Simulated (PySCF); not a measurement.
C3H10OSi2, SMILES C[C@@H]1O[C@H]([SiH3])[SiH2]1. Atoms are numbered in the order given.

```xyz
16

C      2.1837     1.0213    -0.6240
C      1.3906    -0.2719    -0.7024
O      0.0505    -0.0426    -1.2401
C     -0.8478    -0.5633    -0.2084
Si    -2.0150     0.8160     0.3808
Si     0.6456    -1.0439     0.8978
H      2.2518     1.4929    -1.6267
H      1.7078     1.7506     0.0626
H      3.2154     0.8258    -0.2652
H      1.9229    -1.0077    -1.3504
H     -1.4262    -1.4407    -0.5828
H     -2.9551     0.2760     1.4296
H     -1.1998     1.9285     0.9826
H     -2.8201     1.3688    -0.7634
H      0.8340    -0.2722     2.1782
H      0.8782    -2.5070     1.1665
```

Geometry: PBE-D3(BJ)/def2-SVP. The structure was generated by enumeration; whether it is a known compound was not checked.

These are PBE/pcSseg-1 (PySCF) values and carry that method's errors.

GIAO shieldings, no solvent; atoms listed in one row are averaged. δ = σ(ref) − σ: ¹³C against TMS (σ = 182.0 ppm); ¹⁷O against H2O (σ = 334.3 ppm); ²⁹Si against TMS (σ = 335.4 ppm); ¹H against TMS (σ = 31.49 ppm), references at their B3LYP-D3(BJ)/def2-TZVP geometries, non-relativistic.

Computed chemical shifts:
```
nucleus          atoms  count  δ (ppm)
-------  -------------  -----  -------
¹³C                 C2      1     82.7
¹³C                 C4      1     65.4
¹³C                 C1      1     28.7
¹⁷O                 O3      1     91.9
²⁹Si               Si6      1     -6.8
²⁹Si               Si5      1    -67.5
¹H                 H16      1     6.08
¹H                 H15      1     5.55
¹H                 H11      1     5.32
¹H                 H10      1     5.23
¹H       H12, H13, H14      3     4.55
¹H          H7, H8, H9      3     2.03
```
